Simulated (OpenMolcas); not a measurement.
Ru4+: moving or changing the point charges

Ru4+ among 5 point charges of -2 e arranged as a trigonal bipyramid (D3h), 1.93 Å from the ion, with the axial distance 2.007 Å.

```yaml
Program: OpenMolcas
Method: "SS-CASPT2, IPEA 0.25 Eh, imaginary shift 0.1 Eh (closed shells correlated: 4s 4p)"
Basis: ANO-RCC-VDZP [6s5p3d1f]
Scalar_Hamiltonian: DKH2, point nucleus
Active_space: 4 electrons in 5 orbitals (4d)
State_averaging: 2S+1 = 5 even, 5 roots; 2S+1 = 3 even, 45 roots; 2S+1 = 1 even, 50 roots
Spin-orbit_coupling: state interaction with AMFI integrals over the reference wave functions
```

Runs around this geometry, states (labels of D3, the rotations of D3h). Energies in cm-1 above the lowest state or level, χT in cm3 K/mol.

```json
{"R (Å)": "1.93", "q (e)": "-1", "Axial / equatorial distance": "1.04", "Ground state": "5A1", "First state of that spin": "5E 3310", "First gap with spin-orbit (degeneracies)": "170 (1, 2)", "χT at 300 K": "1.710", "First state of another spin": "3A2 18880"}
{"R (Å)": "1.78", "q (e)": "-2", "Axial / equatorial distance": "1.04", "Ground state": "5A1", "First state of that spin": "5E 9770", "First gap with spin-orbit (degeneracies)": "79 (1, 2)", "χT at 300 K": "2.521", "First state of another spin": "3A2 17770"}
{"R (Å)": "1.93", "q (e)": "-2", "Axial / equatorial distance": "1.04", "Ground state": "5A1", "First state of that spin": "5E 6930", "First gap with spin-orbit (degeneracies)": "100 (1, 2)", "χT at 300 K": "2.312", "First state of another spin": "3A2 18450"}
{"R (Å)": "2.05", "q (e)": "-2", "Axial / equatorial distance": "1.04", "Ground state": "5A1", "First state of that spin": "5E 5380", "First gap with spin-orbit (degeneracies)": "120 (1, 2)", "χT at 300 K": "2.107", "First state of another spin": "3A2 18800"}
{"R (Å)": "1.93", "q (e)": "-2", "Axial / equatorial distance": "1.12", "Ground state": "5A1", "First state of that spin": "5E 2740", "First gap with spin-orbit (degeneracies)": "150 (1, 2)", "χT at 300 K": "1.999", "First state of another spin": "3A2 17010"}
```

Taking the first state of the same spin as R^-n, n = -ln(5380 / 9770) / ln(2.05 / 1.78) = 4.2 between the shortest and longest distance.

Scaling the charges by -1 / -2 = 0.50 scales the first state of the same spin by 3310 / 6930 = 0.48; with fixed orbitals a first-order splitting would follow the charge.

Roots that are degenerate in the reference are averaged as groups; the widest CASPT2 spread within a group is 220 cm-1 (the 2-fold group of multiplicity 5 near 9770 cm-1 above the lowest state of its run, R = 1.78, q = -2, ratio = 1.04). Shifts and gaps below about the spread of the groups concerned are not significant. Point charges give a weaker field than real ligands, and real ions of this kind are as a rule low spin; the high spin found here belongs to the model. Free-ion shares, where given, are those of the reference states; single-state CASPT2 does not remix them. The ground term spreads over less than 5000 cm-1, several times less than with real ligands, so orbital moments are less quenched and χT lies further from the spin-only value than at real sites (holds for R = 1.93, q = -1, ratio = 1.04). This is an electrostatic model: the charges have no orbitals. No measured value stands beside these numbers.
